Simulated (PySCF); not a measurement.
## A small calculation by hand: dipole moment from atomic charges

Be(H)(NH2) (BeH3N), SMILES [NH2][BeH]. Atoms are numbered in the order given.

```xyz
5

Be     0.0000     0.0000    -0.9552
H      0.0000     0.0000    -2.2883
N      0.0000     0.0000     0.5482
H      0.0000     0.8219     1.1359
H      0.0000    -0.8219     1.1359
```

Geometry: TPSSh-D3(BJ)/def2-TZVPD.

Charges (e) from r2SCAN/def2-TZVPD in PySCF:

```csv
atom,ESP fit,IAO
Be1,0.827,1.336
H2,-0.372,-0.533
N3,-1.328,-1.348
H4,0.437,0.273
H5,0.437,0.273
```

The dipole moment of the full density is 1.55 D.

Problem. What dipole moment does each set of point charges give, and which comes closer to that of the density?

Solution. 
μ = Σ q r, and 1 e Å = 4.8032 D.
ESP fit: Σ q r = (0.000, 0.000, 0.326) e Å, |μ| = 1.57 D.
IAO: Σ q r = (0.000, 0.000, -0.175) e Å, |μ| = 0.84 D.
ESP fit comes closer in size. Point charges leave out the atoms' own dipoles (lone pairs, polarised bonds); fits to the potential absorb them, partitions of the density don't.
